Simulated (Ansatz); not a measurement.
Compare A (`[AlH2][CH](S)[GeH3]`) with its isomer B (`[CH3][AlH][S][GeH3]`).

Gas-phase electronic energies from Ansatz, PBE0-D4/def2-TZVP geometries. CCSD(T)/CBS adds triple-zeta CCSD(T) − MP2 to the extrapolated MP2 energy (def2 sets, frozen cores). Functionals use def2-TZVPP. B3LYP here is the variant with VWN-RPA as its local correlation; programs differ in this. For Ge outer-core shells are correlated without core-valence functions, which leaves a few kJ/mol of doubt a bond. Scalar relativity is left out up to krypton. Each species was taken in one conformer, which may not be the lowest.

(1) Which is lower in electronic energy at CCSD(T)/CBS, and by how much? (Best estimate.)

(2) Give E(B) − E(A) in kJ/mol with PBE-D4, MP2/def2-TZVPP, B2PLYP, B3LYP, CCSD(T)/def2-TZVPP, PBE0-D4, CCSD/def2-TZVPP. (An estimate is asked.)

Largest T1 diagnostic: 0.011.

Results:

(1) Computed: B, by 233.8 kJ/mol.

(2) Ansatz gave: PBE-D4 -235.3, MP2/def2-TZVPP -237.8, B2PLYP -240.4, B3LYP -241.4, CCSD(T)/def2-TZVPP -234.4, PBE0-D4 -240.0, CCSD/def2-TZVPP -235.7. None reverses the order clearly.

From PBE to PBE0 (25 % exact exchange), in def2-TZVPP and without D4, E(B) − E(A) moves by −4.2 kJ/mol. In def2-TZVPP, CCSD(T) changes the Hartree–Fock value by +15.0 kJ/mol (the triples alone add +1.4 kJ/mol) and MP2 by +11.5 kJ/mol.
